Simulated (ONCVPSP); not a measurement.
# Before and after: ONCV potential for Sr

ONCVPSP 4.0.1 input, shortened (lines: element, Z, core and valence counts, functional; n l f; lmax; l rc ep ncon nbas qcut; lloc lpopt rc5 dvloc0; l nproj debl; icmod fcfact rcfact), revPBE, scalar-relativistic:

```
  Sr 38.00    6    4  -102130      upf
    1    0    2.00
    2    0    2.00
    2    1    6.00
    3    0    2.00
    3    1    6.00
    3    2   10.00
    4    0    2.00
    4    1    6.00
    4    2    0.50
    5    0    1.50
    3
    0    2.45    0.00    3    7    5.70
    1    2.35    0.00    5    8    6.50
    2    3.65    0.00    4    9    3.50
    3    3.70    0.33    3    6    2.70
    4    5    1.80    0.00
    0    2    1.80
    1    2    3.60
    2    2    1.60
    3    2    1.60
    3    2.25    1.10
```

Change: local potential polynomial inside 1.80 bohr (lpopt 5, dvloc0 4 Ha).

Cutoffs: the cutoffs (Ha) at which the residual kinetic energy of the hardest occupied pseudo-wave falls to 1 and 0.1 mHa per electron; they do not see the model core or the augmentation charge, which bear on the density cutoff. Errors are all-electron minus pseudo energies relative to the spin-unpolarised reference configuration.

Problem. What does the change do?

Solution. The potential gets neither clearly harder nor softer (8.6 Ha and 15 Ha → 8.6 Ha and 15 Ha); the bound ghost in f disappears; of the 3 tests that both files solve, the error grows in 0 and shrinks in 1 by more than 15 % and 0.3 meV (median size 10.7 → 10.4 meV). In the separable form a ghost depends on how the local part lies against the semilocal potential of the channel, so the choice of the local part can create or remove one.

```csv
quantity,base,changed
"cutoff, loose",8.6 Ha,8.6 Ha
"cutoff, tight",15 Ha,15 Ha
bound ghosts,f,none
GHOST(+) flags under 300 eV,none,none
tests with a reliable result,3 of 4,3 of 4
"error for 4s2 4p6 4d0 5s2, meV [ΔE -1.14 eV]",+6.8,+6.8
"error for 4s2 4p6 4d0 5s1, meV [ΔE 4.68 eV]",+11,+11
"error for 4s2 4p6 4d0 5s1 5p1, meV [ΔE 1.11 eV]",+12,+10
s: phases at 2.49 bohr within 0.05 rad from the reference energy up to (Ha; the scan ends near 5),3.1,3.4
p: phases at 2.39 bohr within 0.05 rad from the reference energy up to (Ha; the scan ends near 5),to the end of the scan,to the end of the scan
d: phases at 3.71 bohr within 0.05 rad from the reference energy up to (Ha; the scan ends near 5),0.4,0.4
f: phases at 3.76 bohr within 0.05 rad from the reference energy up to (Ha; the scan ends near 5),1.1,1.3
"rms error of d²Exc/dni dnj with the model core, mHa",0.81,0.81
```

 A true bound ghost makes a file unfit for plane-wave use even where its test errors are small: the radial tests pick states by their node count and pass the ghost by.
